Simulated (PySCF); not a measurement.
These compounds are isomers of formula C$_{7}$H$_{12}$N$_{2}$O.

A. `COc1ccnn1C(C)C`
B. `N1(C)N=C(C=C)[C@@H](OC)C1`
C. SMILES C(=C)(C)[C@@H](/C=N/C)NC=O
D. `CC(=O)N[C@@H]1C=NCCC1`

Spectrum 1. $^{13}$C{$^{1}$H} NMR (computed): δ 168.9 (C), 168.5 (CH), 52.9 (CH2), 48.2 (CH), 31.2 (CH2), 25.6 (CH2), 24.2 (CH3).

Spectrum 2. $^{13}$C{$^{1}$H} NMR (computed): δ 159.8 (C), 140.8 (CH), 86.5 (CH), 58.3 (CH3), 48.5 (CH), 24.7 (CH3).

Spectrum 3. $^{13}$C{$^{1}$H} NMR (computed): δ 164.7 (CH), 161.5 (CH), 158.7 (C), 120.6 (CH2), 57.1 (CH), 49.5 (CH3), 29.1 (CH3).

Spectrum 4. $^{13}$C{$^{1}$H} NMR (computed): δ 147.1 (C), 137.5 (CH), 119.9 (CH2), 89.3 (CH), 61.8 (CH2), 59.1 (CH3), 42.2 (CH3).

- NMR shieldings at PBE0/pcSseg-1/GIAO
- coordinates at the GFN2-xTB level
- run in PySCF 2.14.0 with density-fitted response routines
- one computed conformer, averaged over atoms made equivalent by symmetry, fast rotation or ring inversion, no solvent model, no relativistic terms

Chemical shifts δ = σref − σ; $^{13}$C against TMS, all at this level. Acid and N–H amide carbonyl carbons lie up to 10 ppm further downfield in solution (hydrogen bonding). Shifts are as computed. Against solution values, carbons near 30 ppm lie about +3 ppm off and those near 130 ppm about +5 ppm. Of 1211 compounds with measured shifts, 218 miss one by over three times the rms of a fit or turn the order of signals round; such compounds aren't used in these exercises.

Question: Which spectrum belongs to which compound?

Answer: 1–D, 2–A, 3–C, 4–B.

- Spectrum 1 (D): 7 $^{13}$C signals; δC 168.9 is an amide carbonyl carbon; δC 52.9 is an sp3 CH2 bonded to N.
- Spectrum 2 (A): 6 $^{13}$C signals; δC 159.8 is an aromatic carbon bearing oxygen; δC 140.8 is an aromatic CH next to a ring nitrogen.
- Spectrum 3 (C): 7 $^{13}$C signals; δC 161.5 is an amide carbonyl carbon; δC 158.7 is a fully substituted alkene carbon.
- Spectrum 4 (B): 7 $^{13}$C signals; δC 137.5 is an alkene CH; δC 119.9 is a terminal =CH2 carbon.
